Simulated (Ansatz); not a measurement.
Wavefunction ladder for `[GaH3]`

Cartesian coordinates in Å:
```
Ga 0.001 0.000 0.000
H -0.324 -0.809 1.304
H -0.675 1.394 -0.246
H 0.998 -0.586 -1.058
```

The species carries charge 0 and has multiplicity 1. Correlated methods include outer-core shells of Ga, which these sets cover unevenly. Scalar relativity is left out up to krypton. The geometry is a stationary point of PBE0-D4/def2-TZVP. Frozen core, restricted reference, Ansatz.

```csv
basis,HF (Eh),MP2 corr.,CCSD corr.,(T),CCSD(T) total
def2-SVP,-1924.71387,-0.22585,-0.23422,-0.00655,-1924.95464
def2-TZVPP,-1924.96355,-0.24361,-0.25622,-0.00824,-1925.22801
def2-QZVPP,-1925.00483,-0.49090,-0.48333,-0.01229,-1925.50045
```
